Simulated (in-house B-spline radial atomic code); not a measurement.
# RPA and G0W0 on B3LYP (VWN-RPA): Ar VII (Ar6+)

Configuration [Ne] 3s2, mean-field start B3LYP (VWN-RPA). Computed with an all-electron radial atomic-structure program (B-spline basis): all electrons, non-relativistic, point nucleus, each spin shell either full or empty, empty states to l = 9 with an (l + 1/2)⁻⁴ tail; G0W0 by contour deformation at full frequency.

Command:
```bash
python run_gw.py task.json out
```
Settings (radii: box in bohr, nucleus in fm):
```
Z                        18
electrons                12
configuration            [Ne] 3s2
hamiltonian              nr
method                   b3lyp
lmax                     9
spin_polarised           False
box_radius               9.29
intervals                47
ion_configuration        [Ne] 3s1
```

Time taken, with all properties: 2.6 s on 1 thread of Arm Neoverse N1 (shared host).

Energies (hartree):

```
                                     term       value
                         mean-field total  -516.19074
Hartree-Fock functional on these orbitals  -515.67528
                      direct second order    -0.85028
                    second-order exchange     0.31115
                         SOSEX correction     0.27991
```

(1) What is the RPA correlation energy, and what remains with SOSEX?

Quasi-particle levels (eV):

```tsv
level	occupied	mean field	Σx - vxc	Σc	QP weight	G0W0
3s	yes	-117.34	-4.69	?	?	?
2p	yes	-349.74	-23.25	4.12	0.951	-368.87
3p	no	-97.68	8.04	-2.05	0.954	-91.69
```

G0W0 = mean field + (Σx - vxc) + Σc, with Σc (partial-wave tail included) taken at the quasi-particle energy. Levels of low weight are left out.

(2) Where does G0W0 put 3s?

(3) What does it cost to remove one electron (to [Ne] 3s1) by differences of total energies, each species on its own start (correlation terms add to the Hartree-Fock functional)?

Results:

(1) RPA gives -0.75659 hartree (-1.72 eV per electron); RPA + SOSEX gives -0.47668, and the second-order doubles -0.53913 hartree (no singles). SOSEX takes back 37 % of the RPA value.

(2) At -124.48 eV, with Σc = -2.45 eV and a quasi-particle weight of 0.963. The tabulated removal energy is 124.41 ± 0.06 eV (NIST, semi-empirical); the calculation leaves out relativity, Breit and QED terms, and what these don't explain is the method's own error.

(3) B3LYP (VWN-RPA) 123.98 eV, Hartree-Fock functional 121.84 eV, + RPA 124.37 eV, + RPA + SOSEX 123.69 eV, + second order 124.38 eV. Tabulated: 124.41 ± 0.06 eV (NIST, semi-empirical); the calculation leaves out relativity, Breit and QED terms, and what these don't explain is the method's own error.
